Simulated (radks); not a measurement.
Task: These are the eigenvalues of the occupied orbitals of an atom or ion with whole-number occupations (hartree). All-electron calculation, non-relativistic Kohn-Sham, BP86, spin-polarised, spherical densities, point nucleus. Program: a radial shooting solver on a logarithmic mesh with Libxc functionals.

1s up: -2904.362
1s down: -2904.361
2s up: -490.1558
2s down: -490.1555
2p up: -472.0604
2p down: -472.0600
3s up: -117.6122
3s down: -117.6117
3p up: -108.9984
3p down: -108.9979
3d up: -92.91201
3d down: -92.91159
4s up: -26.81435
4s down: -26.81341
4p up: -23.03299
4p down: -23.03202
4d up: -16.05072
4d down: -16.04971
4f up: -6.59583
4f down: -6.59474
5s up: -5.21687
5s down: -5.21438
5p up: -3.94954
5p down: -3.94614
5d up: -1.90181
5d down: -1.89182
6s up: -1.23764

Which element is it, and in what charge state? The configuration may be excited. Open shells, if any, are filled with parallel spins first.

Result: Z = 82, lead, charge +3: Pb3+ in [Xe] 4f14 5d10 6s1. The list shows which subshells hold electrons but not how many an open one holds; the 1s level, -2904.4 hartree, gives Z - s = 76.2 by -(Z - s)^2/2, which with screening narrows Z to a few neighbours, and the depths of the outer levels then fix element, charge and occupations together.
